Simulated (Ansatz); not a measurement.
Total energies of Al10Sb9Cl3 from Ansatz at PBE0-D4/def2-SVP, gas phase (1 Eh = 27.2114 eV = 2625.5 kJ/mol). The reference geometry is relaxed at PBE-D4/def2-SVP.

Cartesian coordinates in Å:
```
Al 2.629 2.792 -1.937
Al -0.954 -0.344 -2.772
Al 3.987 1.997 0.022
Al 1.020 0.632 -0.441
Al 1.762 -2.330 1.314
Al 0.607 1.485 2.167
Al -1.744 -2.475 1.699
Al -0.909 2.694 -0.145
Al -1.345 0.047 0.762
Al -2.913 -2.389 -0.588
Sb 2.684 4.339 0.284
Sb 0.149 2.188 -2.568
Sb -3.547 -0.246 -2.111
Sb 0.220 4.113 1.827
Sb 2.865 0.180 1.557
Sb 0.040 -1.949 -0.759
Sb 0.239 -2.851 3.452
Sb -1.076 -0.241 3.472
Sb -3.363 1.611 0.114
Cl -0.356 -1.203 -4.638
Cl 3.274 -3.762 0.812
Cl -3.268 -4.288 -1.522
```

```
                 state                    geometry  energy (Eh)
      charge 0 singlet                   reference  -5965.51745
      charge 1 doublet                   reference  -5965.26619
     charge -1 doublet                   reference  -5965.62989
     charge -1 doublet  relaxed at PBE-D4/def2-SVP  -5965.64813
free Al atom (doublet)                           –   -242.16443
free Sb atom (quartet)                           –   -240.21816
free Cl atom (doublet)                           –   -459.83853
```

In the def2 sets Sb takes a core potential; there is no spin–orbit coupling. Single mean-field runs in def2-SVP are fitted with def2-universal-jkfit.

(1) Work out the vertical ionisation energy to the doublet.

(2) Work out the vertical electron affinity, to the doublet.

(3) Give the fundamental gap IE − EA, the Mulliken electronegativity (IE + EA)/2 and the hardness (IE − EA)/2.

(4) How much does the charge -1 doublet relax, and what is the adiabatic electron affinity?

(5) What is the binding energy per atom against free atoms?

(1) E(charge 1 doublet) − E(charge 0 singlet) = -5965.26619 − (-5965.51745) = 0.25126 Eh = 6.84 eV. For comparison, −ε of the highest occupied level is 5.85 eV at this level, 0.99 eV less.

(2) E(charge 0 singlet) − E(charge -1 doublet) = -5965.51745 − (-5965.62989) = 0.11244 Eh = 3.06 eV. The basis lacks diffuse functions, which makes affinities too small.

(3) From the values in Eh: IE − EA = 0.25126 − 0.11244 = 0.13882 Eh = 3.78 eV; (IE + EA)/2 = 4.95 eV; (IE − EA)/2 = 1.89 eV. The HOMO–LUMO gap of the same run is 1.91 eV, 1.87 eV smaller than the fundamental gap.

(4) Relaxation: -5965.62989 − (-5965.64813) = 0.01824 Eh = 0.50 eV. Adiabatic electron affinity: 0.13068 Eh = 3.56 eV, without zero-point energy. 

(5) Atoms: 10 × (-242.16443) + 9 × (-240.21816) + 3 × (-459.83853) = -5963.12333 Eh. Binding: -5963.12333 − (-5965.51745) = 2.39412 Eh = 65.15 eV, or 2.96 eV for each of 22 atoms (no zero-point energy, no counterpoise term).

The restricted singlet is unstable towards broken spin symmetry in Hartree–Fock (as tested in another run); at PBE0-D4/def2-SVP this wasn't settled.
